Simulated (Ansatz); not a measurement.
`F[CH]([AlH2])[SiH3]` + H₂O → `O[CH]([AlH2])[SiH3]` + H–F at 600 K and 1 bar (formal hydrolysis of a C–F bond).

Program: Ansatz. Geometries: PBE0-D4/def2-TZVP. ΔE: electronic, gas phase. CCSD(T)/CBS adds triple-zeta CCSD(T) − MP2 to the extrapolated MP2 energy (def2 sets, frozen cores). This one scheme is used for every species. Each species was taken in one conformer, which may not be the lowest.

```json
{"species": "`F[CH]([AlH2])[SiH3]`", "CCSD(T)/CBS energy (Eh)": "-672.50092", "H − E (kJ/mol)": "212.0", "S (J/(mol·K))": "443.3"}
{"species": "H₂O", "CCSD(T)/CBS energy (Eh)": "-76.37941", "H − E (kJ/mol)": "76.8", "S (J/(mol·K))": "212.8"}
{"species": "`O[CH]([AlH2])[SiH3]`", "CCSD(T)/CBS energy (Eh)": "-648.48517", "H − E (kJ/mol)": "247.9", "S (J/(mol·K))": "458.2"}
{"species": "H–F", "CCSD(T)/CBS energy (Eh)": "-100.39570", "H − E (kJ/mol)": "42.3", "S (J/(mol·K))": "194.0"}
```

H − E and S are ideal-gas, rigid-rotor, harmonic terms from PBE0-D4/def2-TZVP, for one conformer and one mirror image of each species. 1 Eh = 2625.50 kJ/mol, R = 8.31446 J/(mol·K).

Problem. By hand: ΔE, ΔH, ΔS and ΔG.

Solution. ΔE = (-648.48517) + (-100.39570) − (-672.50092) − (-76.37941) = -0.00054 Eh = -1.4 kJ/mol. Δ(H − E) = 247.9 + 42.3 − 212.0 − 76.8 = 1.4, so ΔH = 0.0 kJ/mol. ΔS = 458.2 + 194.0 − 443.3 − 212.8 = -3.9 J/(mol·K). ΔG = 0.0 − 600 × (-3.9)/1000 = 2.3 kJ/mol.

Problem. By hand: the equilibrium constant, and the temperature at which ΔG would vanish if ΔH and ΔS stayed fixed.

Solution. log₁₀ K = −ΔG/(RT ln 10) = -0.2. With ΔH or ΔS at zero there is no such temperature.

TΔS isn't small against ΔH here. The sign of ΔG lies within the doubt. A doubt of 5 kJ/mol in ΔE shifts log₁₀ K by 0.4 here. Other conformers and mirror images would add mixing entropy, several J/(mol·K) or more a flexible species. These are equilibria of isolated gas molecules and say nothing of rates. Largest T1 diagnostic: 0.012 (customary marks: 0.02 for closed shells, 0.045 for open ones).

ΔS is within the doubt of such terms, so its sign, and with it that verdict, could turn.
